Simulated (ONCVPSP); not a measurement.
Pseudopotential generation for argon: ONCV, LDA (Perdew-Wang 92), scalar-relativistic.

Input for ONCVPSP 4.0.1:

```
# ATOM AND REFERENCE CONFIGURATION
# atsym  z   nc   nv     iexc    psfile
  Ar 18.00    3    2  -001012      upf
#
#   n    l    f
    1    0    2.00
    2    0    2.00
    2    1    6.00
    3    0    2.00
    3    1    6.00
#
# PSEUDOPOTENTIAL AND OPTIMIZATION
# lmax
    1
#
#   l,   rc,      ep,       ncon, nbas, qcut
    0    1.25    0.00    4    8    4.30
    1    1.10    0.00    4    9    9.00
#
# LOCAL POTENTIAL
# lloc, lpopt,  rc(5),   dvloc0
    4    5    0.90    4.00
#
# VANDERBILT-KLEINMAN-BYLANDER PROJECTORs
# l, nproj, debl
    0    1    2.40
    1    2    2.70
#
# MODEL CORE CHARGE
# icmod, fcfact, rcfact
    1    0.25    0.00
#
# LOG DERIVATIVE ANALYSIS
# epsh1, epsh2, depsh
   -2.00    5.00    0.02
#
# OUTPUT GRID
# rlmax, drl
    6.00    0.01
#
# TEST CONFIGURATIONS
# ncnf
    4
# nvcnf
#   n    l    f
    2
    3    0    2.00
    3    1    5.00
#
    2
    3    0    2.00
    3    1    4.00
#
    2
    3    0    2.00
    3    1    3.00
#
    2
    3    0    2.00
    3    1    5.50
#
```

Command:

```bash
oncvpsp.x < Ar.dat > Ar.out
```

Output (shortened: citation, most of the input echo, consistency checks and plot data are left out):

```
ONCVPSP  (Optimized Norm-Conservinng Vanderbilt PSeudopotential)
scalar-relativistic version 4.0.1

#   n    l    f        energy (Ha)
    1    0    2.00    -1.1430306E+02
    2    0    2.00    -1.0876607E+01
    2    1    6.00    -8.4477990E+00
    3    0    2.00    -8.9165371E-01
    3    1    6.00    -3.8162650E-01

Reference configufation results
  iterations    21
  all-electron total energy (Ha)   -5.27809172D+02

Begin loop to  construct optimized pseudo wave functions
and semi-local pseudopoentials for all angular momenta

Calculating optimized projector #   1

 for l=   0

    Fraction of norm inside rc  0.435577
    Optimizing pswf for qcut=   4.30 a_B^-1,  ecut=   9.24 Ha
    Residual kinetic energy error=  2.70D-02 Ha

    Energy error per electron        Cutoff
         Ha          eV             Ha
         0.01000     0.27211       19.23
         0.00100     0.02721       93.95
         0.00010     0.00272      113.65
         0.00001     0.00027      152.04

   Wellstate for l =  1  n =  5
     eigenvalue =   2.3184
     asymptotic potential =   2.8184
     half-point radius =  3.4353

Calculating optimized projector #   1

 for l=   1

    Fraction of norm inside rc  0.217235
    Optimizing pswf for qcut=   9.01 a_B^-1,  ecut=  40.59 Ha
    Residual kinetic energy error=  3.65D-05 Ha

    Energy error per electron        Cutoff
         Ha          eV             Ha
         0.01000     0.27211        6.75
         0.00100     0.02721       14.33
         0.00010     0.00272       23.71
         0.00001     0.00027      183.16

Calculating optimized projector #   2

 for l=   1

    Fraction of norm inside rc  0.073745
    Optimizing pswf for qcut=   9.01 a_B^-1,  ecut=  40.59 Ha
    Residual kinetic energy error=  1.52D-03 Ha

    Energy error per electron        Cutoff
         Ha          eV             Ha
         0.01000     0.27211        8.10
         0.00100     0.02721       47.90
         0.00010     0.00272      263.52
         0.00001     0.00027      302.90

Construct Vanderbilt / Kleinmman-Bylander projectors

B matrix Hermiticity error, ll=   1
   1   2   -1.5670E-04

  Orthonormal projector coefficients  1.7766E+01  2.4483E+00

Model core correction analysis
  based on d2Exc/dn_idn_j

d2excae - all-electron derivatives

   -1.767237D-02   -1.275464D-02
   -1.275514D-02   -9.329839D-03

d2excps - pseudofunction derivatives with no core correction

   -2.164961D-02   -1.567476D-02
   -1.567553D-02   -1.154683D-02

rms 2nd derivative error    3.073649E-03

Polynomial model core charge

d2excps - pseudofunction derivatives with core correction

   -1.754977D-02   -1.307084D-02
   -1.307128D-02   -9.771749D-03

rms 2nd derivative error    3.202492E-04

Pseudoatom total energy  -21.209050

Diagnostic tests using Vanderbilt-Kleinman-Bylander pseudopotentials
  1 or more projectors used as specified by nproj input data

   l    rcore       rmatch      e in        delta e   norm test  slope test

   0   1.2568370   1.2949973  -0.8916537  -0.0000121   0.9999985   1.0000366

   1   1.1018523   1.1353069  -0.3816265   0.0000065   1.0000532   1.0000255
   1   1.1018523   1.1353069   2.3183735   0.0000349   1.0002652   1.0002652

 Testing for bound ghosts
   n   l    E NL Schr. Eq   E Basis Diag.   E Cutoff

   1   0       -0.891666       -0.885289    118.34

   2   1       -0.381620       -0.326215    323.64

 Testing for highly-localized positive-energy ghosts
       l    <radius>/rc     E Basis Diag.   E Cutoff

Test configuration 0

   n   l     f        eae           eps        diff
   1   0  2.0000 -114.30306479
   2   0  2.0000  -10.87660720
   2   1  6.0000   -8.44779896
   3   0  2.0000   -0.89165371   -0.89166576   -1.21D-05
   3   1  6.0000   -0.38162650   -0.38162001    6.49D-06

    Total energies and differences
      AE_ref= -5.27809172D+02  AE_tst= -5.27809172D+02  dif=  0.00D+00
      PS_ref= -2.12090500D+01  PS_tst= -2.12090500D+01  dif=  7.11D-15
      PSP excitation error= -7.11D-15

Test configuration 1

   n   l     f        eae           eps        diff
   1   0  2.0000 -114.82377200
   2   0  2.0000  -11.38603403
   2   1  6.0000   -8.95866640
   3   0  2.0000   -1.34628500   -1.34596410    3.21D-04
   3   1  5.0000   -0.81600741   -0.81560461    4.03D-04

    Total energies and differences
      AE_ref= -5.27809172D+02  AE_tst= -5.27215430D+02  dif=  5.94D-01
      PS_ref= -2.12090500D+01  PS_tst= -2.06154018D+01  dif=  5.94D-01
      PSP excitation error=  9.38D-05

Test configuration 2

   n   l     f        eae           eps        diff
   1   0  2.0000 -115.43630085
   2   0  2.0000  -11.97738553
   2   1  6.0000   -9.55263993
   3   0  2.0000   -1.85450906   -1.85330261    1.21D-03
   3   1  4.0000   -1.30436529   -1.30272544    1.64D-03

    Total energies and differences
      AE_ref= -5.27809172D+02  AE_tst= -5.26159407D+02  dif=  1.65D+00
      PS_ref= -2.12090500D+01  PS_tst= -1.95602105D+01  dif=  1.65D+00
      PSP excitation error=  9.25D-04

Test configuration 3

   n   l     f        eae           eps        diff
   1   0  2.0000 -116.13256334
   2   0  2.0000  -12.64112841
   2   1  6.0000  -10.22035179
   3   0  2.0000   -2.40683988   -2.40389106    2.95D-03
   3   1  3.0000   -1.83800745   -1.83368707    4.32D-03

    Total energies and differences
      AE_ref= -5.27809172D+02  AE_tst= -5.24591863D+02  dif=  3.22D+00
      PS_ref= -2.12090500D+01  PS_tst= -1.79953645D+01  dif=  3.21D+00
      PSP excitation error=  3.62D-03

Test configuration 4

   n   l     f        eae           eps        diff
   1   0  2.0000 -114.55118987
   2   0  2.0000  -11.12022780
   2   1  6.0000   -8.69200348
   3   0  2.0000   -1.11142788   -1.11132435    1.04D-04
   3   1  5.5000   -0.59130463   -0.59117301    1.32D-04

    Total energies and differences
      AE_ref= -5.27809172D+02  AE_tst= -5.27566635D+02  dif=  2.43D-01
      PS_ref= -2.12090500D+01  PS_tst= -2.09665164D+01  dif=  2.43D-01
      PSP excitation error=  2.86D-06
```

The run took about 1.8 s on one core of a shared server CPU.
